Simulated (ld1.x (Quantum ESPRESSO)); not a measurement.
**What one change does to a pseudopotential (Nb, TM)**

| Property | Result |
| --- | --- |
| Element | Nb |
| Generator | ld1.x (Quantum ESPRESSO) 7.5 |
| Type | norm-conserving Troullier–Martins (Kleinman–Bylander form) |
| Functional | LDA (PZ) |
| Relativity | scalar-relativistic |
| Frozen core | [Kr] |
| Valence charge | 5 |
| Reference configuration | 4d4 5s0.5 5p0 (charge +0.5) |
| Partial waves | 5p (bound, empty): rc 2.75 bohr; 4d (bound): rc 2.45 bohr; 5s (bound): rc 2.85 bohr |
| Local potential | the s channel |
| Core correction | none |

Change: wave 5s (bound): rc 2.85 bohr becomes 5s (bound): rc 3.58 bohr.

Cutoffs: the cutoffs (Ry, on a coarse ladder) from which the occupation-weighted sum of valence levels, in a spherical-Bessel basis at the reference potential, stays within 10 and 1 mRy of its value at 400 Ry; they do not see the model core or the augmentation charge, which bear on the density cutoff. Errors are all-electron minus pseudo energies relative to the spin-unpolarised reference configuration.

Question: What does the change do?

Answer: The potential gets neither clearly harder nor softer (30 Ry and 35 Ry → 30 Ry and 35 Ry); of the 9 tests that both files solve, the error grows in 3 and shrinks in 3 by more than 15 % and 0.3 meV (median size 27.1 → 19.6 meV); neither file shows a bound ghost.

```tsv
quantity	base	changed
cutoff, loose	30 Ry	30 Ry
cutoff, tight	35 Ry	35 Ry
bound ghosts	none	none
error for 4d4 5s1 5p0, meV [ΔE -2.76 eV]	+2.0	+2.6
error for 4d4 5s0 5p0, meV [ΔE 4.15 eV]	+2.3	+2.4
error for 4d3 5s0 5p0, meV [ΔE 18.43 eV]	-26	-36
error for 4d3 5s2 5p0, meV [ΔE -3.33 eV]	-38	-11
error for 4d2 5s0 5p0, meV [ΔE 43.36 eV]	-92	-124
error for 4d4.5 5s0.5 5p0, meV [ΔE -2.18 eV]	-5.4	-3.7
error for 4d5 5s0 5p0, meV [ΔE -1.44 eV]	-27	-20
error for 4d4 5s0.5 5p0 (spin-polarised), meV [ΔE -2.37 eV]	+2483	+2489
error for 4d4 5s1 5p0 (spin-polarised), meV [ΔE -5.37 eV]	+2449	+2456
```
